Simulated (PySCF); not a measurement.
Species: C4H7F3Si.
Atom-mapped SMILES: `[F:1][C:2]([F:3])([F:4])[C@@H:5]1[CH2:6][CH2:7][SiH2:8]1` (hydrogens: H9 on C5; H10, H11 on C6; H12, H13 on C7; H14, H15 on Si8)

The same species was optimised twice, with GFN2-xTB and with PBE0-D3(BJ)/def2-SVP (PySCF), and the same property calculations (PySCF, gas phase) were run on both structures.

```
     coordinate  GFN2-xTB  PBE0-D3(BJ)/def2-SVP  change
     C7–Si8 (Å)     1.912                 1.891  -0.021
      C5–C6 (Å)     1.543                 1.557  +0.014
     C5–Si8 (Å)     1.928                 1.917  -0.011
      C2–F3 (Å)     1.349                 1.337  -0.012
      C6–C7 (Å)     1.544                 1.553  +0.009
      C2–F4 (Å)     1.349                 1.340  -0.009
      C2–C5 (Å)     1.493                 1.498  +0.005
      F1–C2 (Å)     1.347                 1.347   0.000
  C6–C5–Si8 (°)      91.1                  86.5    -4.6
  C6–C7–Si8 (°)      91.7                  87.5    -4.2
  C2–C5–Si8 (°)     112.3                 115.6    +3.3
  C5–Si8–C7 (°)      76.1                  78.8    +2.7
   C5–C6–C7 (°)     100.1                 102.1    +2.0
   C2–C5–C6 (°)     112.0                 113.6    +1.6
   F4–C2–C5 (°)     113.8                 112.4    -1.4
   F1–C2–F3 (°)     105.8                 107.1    +1.3
F1–C2–C5–C6 (°)        55                    57      +2
```

Rotational constants: A = 2870, B = 1346, C = 1156 MHz (GFN2-xTB) against A = 2900, B = 1325, C = 1161 MHz (PBE0-D3(BJ)/def2-SVP). Point groups within 0.08 Å: C1 and C1.

On the GFN2-xTB structure: HOMO (eV) -8.56 [PBE0/pcSseg-1]; LUMO (eV) -0.05 [PBE0/pcSseg-1]; dipole (D) 2.74 [PBE0/pcSseg-1]; GIAO shielding of F1/F3/F4 (mean) (ppm) 252.9 [PBE0/pcSseg-1]; GIAO shielding of C2 (ppm) 47.5 [PBE0/pcSseg-1]; GIAO shielding of C5 (ppm) 153.5 [PBE0/pcSseg-1]; GIAO shielding of C6 (ppm) 164.2 [PBE0/pcSseg-1]; GIAO shielding of C7 (ppm) 177.7 [PBE0/pcSseg-1]; GIAO shielding of Si8 (ppm) 380.2 [PBE0/pcSseg-1].

Question: What do these properties become on the PBE0-D3(BJ)/def2-SVP structure?

Answer: 
```json
{"property": "HOMO (eV)", "level": "PBE0/pcSseg-1", "on GFN2-xTB": "-8.56", "on PBE0-D3(BJ)/def2-SVP": "-8.44", "change": "+0.12"}
{"property": "LUMO (eV)", "level": "PBE0/pcSseg-1", "on GFN2-xTB": "-0.05", "on PBE0-D3(BJ)/def2-SVP": "0.17", "change": "+0.22"}
{"property": "dipole (D)", "level": "PBE0/pcSseg-1", "on GFN2-xTB": "2.74", "on PBE0-D3(BJ)/def2-SVP": "2.40", "change": "-0.34"}
{"property": "energy, GFN2-xTB geometry as zero (kcal/mol)", "level": "PBE0/pcSseg-1", "on GFN2-xTB": "0.0", "on PBE0-D3(BJ)/def2-SVP": "-2.5", "change": "-2.5"}
{"property": "GIAO shielding of F1/F3/F4 (mean) (ppm)", "level": "PBE0/pcSseg-1", "on GFN2-xTB": "252.9", "on PBE0-D3(BJ)/def2-SVP": "256.2", "change": "+3.3"}
{"property": "GIAO shielding of C2 (ppm)", "level": "PBE0/pcSseg-1", "on GFN2-xTB": "47.5", "on PBE0-D3(BJ)/def2-SVP": "49.5", "change": "+2.0"}
{"property": "GIAO shielding of C5 (ppm)", "level": "PBE0/pcSseg-1", "on GFN2-xTB": "153.5", "on PBE0-D3(BJ)/def2-SVP": "152.1", "change": "-1.4"}
{"property": "GIAO shielding of C6 (ppm)", "level": "PBE0/pcSseg-1", "on GFN2-xTB": "164.2", "on PBE0-D3(BJ)/def2-SVP": "159.8", "change": "-4.4"}
{"property": "GIAO shielding of C7 (ppm)", "level": "PBE0/pcSseg-1", "on GFN2-xTB": "177.7", "on PBE0-D3(BJ)/def2-SVP": "174.8", "change": "-2.9"}
{"property": "GIAO shielding of Si8 (ppm)", "level": "PBE0/pcSseg-1", "on GFN2-xTB": "380.2", "on PBE0-D3(BJ)/def2-SVP": "377.2", "change": "-3.0"}
```

The heavy atoms differ by 0.073 Å rms after alignment. Among bonds between heavy atoms C7–Si8 changes most (-0.021 Å). Changes are differences of the printed values. Neither structure is proved a minimum here.

The values belong to the conformer `[F:1][C:2]([F:3])([F:4])[C@@H:5]1[CH2:6][CH2:7][SiH2:8]1`: F1–C2–C5–C6 57°.
